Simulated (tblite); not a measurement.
Compound: C2H6B2F3N.
Cartesian coordinates in Å at the GFN2-xTB level; atoms count from 1:
```
atom  x, y, z in Å
B1    -1.294    1.228    0.449
N2    -0.753   -0.027    0.078
B3    -1.353   -0.889   -0.873
C4     0.506   -0.438    0.679
C5     1.681    0.053   -0.165
F6     1.659   -0.433   -1.413
F7     1.717    1.387   -0.275
F8     2.856   -0.319    0.369
H9    -0.774    1.853    1.291
H10   -2.263    1.602   -0.078
H11   -2.318   -0.539   -1.421
H12   -0.879   -1.940   -1.073
H13    0.630   -0.011    1.678
H14    0.585   -1.527    0.732
```

Computed with GFN2-xTB (tblite): harmonic, unscaled wavenumbers at the GFN2-xTB geometry, gas phase. This tight-binding method is rough: wavenumbers can miss measured ones by several per cent, in bad cases by 10 to 20. Modes of hydrogen on boron can be 10 to 20 % off. One conformer, not necessarily the lowest.

Harmonic wavenumbers (cm⁻¹): 39.5, 80.7, 135.7, 267.8, 292.2, 306.5, 393.6, 407.8, 447.3, 451.4, 474.4, 501.4, 616.5, 814.5, 853.7, 856.8, 872.9, 902.1, 934.9, 936.3, 1064.1, 1077.9, 1161.4, 1175.2, 1183.6, 1205.8, 1284.3, 1298.4, 1365.5, 1430.3, 2637.0, 2640.6, 2702.9, 2712.2, 2968.7, 2969.9.

A = 3504, B = 1533, C = 1360 MHz; mass 123.064 u (most abundant isotopes); point group Cs, symmetry number 1.

Task: What is the zero-point energy?

Result: Half the sum of the wavenumbers: 19732 cm⁻¹ = 236.04 kJ/mol.

Task: Entropy at 500 K, 1 bar (ideal gas, RRHO, classical rotation)?

Result: Translation 179.62, rotation 124.34, vibration 168.32: S = 472.3 J/(mol K).

Task: And Cp and H(500 K) − H(0)?

Result: Cp = 200.23 J/(mol K), of which vibrations give 166.98 (their classical limit is 36 R = 299.3); H(500 K) − H(0) = 60.45 kJ/mol without the zero-point energy, 43.82 from vibrations.

Task: What must be added to the electronic energy to get the Gibbs energy at 500 K and 1 bar?

Result: ZPE + [H(500 K) − H(0)] − T·S = 236.04 + 60.45 − 236.14 = 60.35 kJ/mol.

Task: Blend soft modes into free rotors: weight 1/[1 + (100 cm⁻¹/ν̃)⁴] for the oscillator and the rest for a rotor with moment μB/(μ + B), μ = h/(8π²ν), B = 10⁻⁴⁴ kg m². What vibrational entropy results?

Result: 155.46 J/(mol K) in place of 168.32, which changes −T·S at 500 K by +6.43 kJ/mol.

Hindered rotation and anharmonicity are outside this model. Other conformers, if any are populated, would add a mixing term that is left out.

The run took 0.56 s on one thread of an Arm Neoverse N1, shared host. This covers the Hessian and the dipole derivatives.
